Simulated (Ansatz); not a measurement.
B4⁻. Total charge -1; quartet. Geometry r2SCAN-D4/def2-TZVPD; atoms count from 1.

```xyz
4

B     0.462    0.376    0.656
B     0.789    0.617   -0.908
B    -0.462   -0.376   -0.656
B    -0.789   -0.617    0.908
```

At PBE0-D4/def2-TZVPD a doublet of charge -1 lies 0.90 eV below the quartet, each at its own geometry. The structure comes from a short search, and lower isomers may exist.

**Question.** Estimate the Mulliken populations from the PBE0/def2-TZVPD orbitals of Ansatz.

**Answer.** 
| atom | charge (e) | spin (α − β) |
| --- | --- | --- |
| B1 | -0.42 | 0.79 |
| B2 | -0.08 | 0.71 |
| B3 | -0.42 | 0.79 |
| B4 | -0.08 | 0.71 |
Mulliken values depend strongly on the basis. With diffuse functions, as here, like atoms can get unlike values, and bond orders can come out too low or too high.

**Question.** Where does the spin sit?

**Answer.** Summed by element: B 3.00, of 3 unpaired in all. Largest on single atoms: B1 0.79, B3 0.79, B2 0.71.

**Question.** And the Mayer bond orders between heavy atoms (over 0.3)?

**Answer.** B1–B2 1.06 (1.62 Å); B1–B3 1.09 (1.77 Å); B1–B4 1.06 (1.62 Å); B2–B3 1.06 (1.62 Å); B2–B4 0.36 (2.70 Å); B3–B4 1.06 (1.62 Å).
